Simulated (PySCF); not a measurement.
BiBr3, charge +1, doublet, at a GFN2-xTB geometry (such geometries of metal compounds can be far from the true shape) (a state made from the parent by changing its charge; the spin is typed, not shown lowest) (core potentials on Bi); DF-BLYP/def2-SVP (PySCF).

Input for PySCF:
```python
from pyscf import gto, scf, dft

mol = gto.Mole()
mol.atom = '''
    Bi    0.001874    0.002325    0.841150
    Br   -1.654403   -1.411284   -0.657329
    Br   -0.395647    2.134363   -0.669937
    Br    2.045606   -0.728593   -0.667462
'''
mol.basis = 'def2-svp'
mol.ecp = {'Bi': 'def2-svp'}
mol.charge = 1
mol.spin = 1
mol.verbose = 4
mol.build()

mf = dft.UKS(mol)
mf.xc = 'blyp'
mf.level_shift = 1.0
mf.max_cycle = 100
mf = mf.density_fit(auxbasis='def2-universal-jkfit')
mf.kernel()
```

Output, abridged:

```
PySCF version 2.14.0

[INPUT] verbose = 4
[INPUT] num. atoms = 4
[INPUT] num. electrons = 127
[INPUT] charge = 1
[INPUT] spin (= nelec alpha-beta = 2S) = 1
[INPUT] symmetry False subgroup None
[INPUT] Mole.unit = angstrom
[INPUT] Symbol           X                Y                Z      unit          X                Y                Z       unit  Magmom
[INPUT]  1 Bi     0.001874000000   0.002325000000   0.841150000000 AA    0.003541346757   0.004393613240   1.589543129678 Bohr   0.0
[INPUT]  2 Br    -1.654403000000  -1.411284000000  -0.657329000000 AA   -3.126368569659  -2.666940243981  -1.242171783734 Bohr   0.0
[INPUT]  3 Br    -0.395647000000   2.134363000000  -0.669937000000 AA   -0.747664472006   4.033361520405  -1.265997450713 Bohr   0.0
[INPUT]  4 Br     2.045606000000  -0.728593000000  -0.667462000000 AA    3.865635098767  -1.376841226275  -1.261320378554 Bohr   0.0

nuclear repulsion = 1000.34795313846
number of shells = 46
number of NR pGTOs = 283
number of NR cGTOs = 122
basis = def2-svp
ecp = {'Bi': 'def2-svp'}

******** <class 'pyscf.df.df_jk.DFUKS'> ********
method = DFUKS
initial guess = minao
damping factor = 0
level_shift factor = 1.0
DIIS = <class 'pyscf.scf.diis.CDIIS'>
diis_start_cycle = 1
diis_space = 8
diis_damp = 0
SCF conv_tol = 1e-09
SCF conv_tol_grad = None
SCF max_cycles = 100
direct_scf = False
number electrons alpha = 64  beta = 63
XC library pyscf.dft.libxc version 7.1.2
    S. Lehtola, C. Steigemann, M. J. T. Oliveira, and M. A. L. Marques,  SoftwareX 7, 1–5 (2018)
XC functionals = blyp
    A. D. Becke,  Phys. Rev. A 38, 3098 (1988)
    C. Lee, W. Yang, and R. G. Parr,  Phys. Rev. B 37, 785 (1988)
    B. Miehlich, A. Savin, H. Stoll, and H. Preuss,  Chem. Phys. Lett. 157, 200 (1989)
radial grids:
    Treutler-Ahlrichs [JCP 102, 346 (1995); DOI:10.1063/1.469408] (M4) radial grids

becke partition: Becke, JCP 88, 2547 (1988); DOI:10.1063/1.454033
pruning grids: <function nwchem_prune>
grids dens level: 3
symmetrized grids: False
atomic radii adjust function: <function treutler_atomic_radii_adjust>
small_rho_cutoff = 0
Set gradient conv threshold to 3.16228e-05
tot grids = 84720
init E= -7906.92056812326

cycle= 1 E= -7935.80520782004  delta_E= -28.9  |g|= 0.732  |ddm|= 8.96
cycle= 2 E= -7935.99360716678  delta_E= -0.188  |g|= 0.164  |ddm|= 1.12
cycle= 3 E= -7936.00294207371  delta_E= -0.00933  |g|= 0.0667  |ddm|= 0.201
cycle= 4 E= -7936.00552961014  delta_E= -0.00259  |g|= 0.0308  |ddm|= 0.0939
cycle= 5 E= -7936.00641881441  delta_E= -0.000889  |g|= 0.0187  |ddm|= 0.0565
cycle= 6 E= -7936.00677544955  delta_E= -0.000357  |g|= 0.0121  |ddm|= 0.0344
cycle= 7 E= -7936.00692678004  delta_E= -0.000151  |g|= 0.00792  |ddm|= 0.0222
cycle= 8 E= -7936.00699359056  delta_E= -6.68e-05  |g|= 0.0053  |ddm|= 0.0142
cycle= 9 E= -7936.00702408427  delta_E= -3.05e-05  |g|= 0.00368  |ddm|= 0.00921
cycle= 10 E= -7936.00703918046  delta_E= -1.51e-05  |g|= 0.00259  |ddm|= 0.00623
cycle= 11 E= -7936.00704692626  delta_E= -7.75e-06  |g|= 0.0019  |ddm|= 0.00427
cycle= 12 E= -7936.00705124219  delta_E= -4.32e-06  |g|= 0.00142  |ddm|= 0.00299
cycle= 13 E= -7936.00705376576  delta_E= -2.52e-06  |g|= 0.00108  |ddm|= 0.00215
cycle= 14 E= -7936.00705531781  delta_E= -1.55e-06  |g|= 0.000846  |ddm|= 0.00161
cycle= 15 E= -7936.00705631486  delta_E= -9.97e-07  |g|= 0.000681  |ddm|= 0.00124
cycle= 16 E= -7936.00705697711  delta_E= -6.62e-07  |g|= 0.000563  |ddm|= 0.000972
cycle= 17 E= -7936.00705743293  delta_E= -4.56e-07  |g|= 0.00046  |ddm|= 0.000776
cycle= 18 E= -7936.00705774967  delta_E= -3.17e-07  |g|= 0.000382  |ddm|= 0.000634
cycle= 19 E= -7936.0070579721  delta_E= -2.22e-07  |g|= 0.000322  |ddm|= 0.000526
cycle= 20 E= -7936.00705813107  delta_E= -1.59e-07  |g|= 0.000272  |ddm|= 0.000441
cycle= 21 E= -7936.00705824535  delta_E= -1.14e-07  |g|= 0.00023  |ddm|= 0.000371
cycle= 22 E= -7936.00705832777  delta_E= -8.24e-08  |g|= 0.000196  |ddm|= 0.000313
cycle= 23 E= -7936.00705838742  delta_E= -5.96e-08  |g|= 0.000168  |ddm|= 0.000266
cycle= 24 E= -7936.0070584311  delta_E= -4.37e-08  |g|= 0.000144  |ddm|= 0.000228
cycle= 25 E= -7936.00705846314  delta_E= -3.2e-08  |g|= 0.000123  |ddm|= 0.000194
cycle= 26 E= -7936.00705848666  delta_E= -2.35e-08  |g|= 0.000105  |ddm|= 0.000166
cycle= 27 E= -7936.00705850398  delta_E= -1.73e-08  |g|= 9.02e-05  |ddm|= 0.000142
cycle= 28 E= -7936.00705851671  delta_E= -1.27e-08  |g|= 7.86e-05  |ddm|= 0.000123
cycle= 29 E= -7936.00705852623  delta_E= -9.52e-09  |g|= 6.77e-05  |ddm|= 0.000106
cycle= 30 E= -7936.00705853329  delta_E= -7.06e-09  |g|= 5.82e-05  |ddm|= 9.1e-05
cycle= 31 E= -7936.00705853858  delta_E= -5.29e-09  |g|= 5e-05  |ddm|= 7.85e-05
cycle= 32 E= -7936.0070585425  delta_E= -3.93e-09  |g|= 4.3e-05  |ddm|= 6.76e-05
cycle= 33 E= -7936.00705854542  delta_E= -2.91e-09  |g|= 3.73e-05  |ddm|= 5.85e-05
cycle= 34 E= -7936.00705854763  delta_E= -2.22e-09  |g|= 3.23e-05  |ddm|= 5.06e-05
cycle= 35 E= -7936.00705854927  delta_E= -1.64e-09  |g|= 2.79e-05  |ddm|= 4.41e-05
cycle= 36 E= -7936.00705855052  delta_E= -1.25e-09  |g|= 2.42e-05  |ddm|= 3.81e-05
cycle= 37 E= -7936.00705855144  delta_E= -9.24e-10  |g|= 2.1e-05  |ddm|= 3.3e-05

Extra cycle  E= -7936.00705812693  delta_E= 4.25e-07  |g|= 0.000583  |ddm|= 0.00444
SCF not converged.
SCF energy = -7936.00705812693 after 100 cycles  <S^2> = 0.75171007  2S+1 = 2.0017093
```

Convergence was not reached.
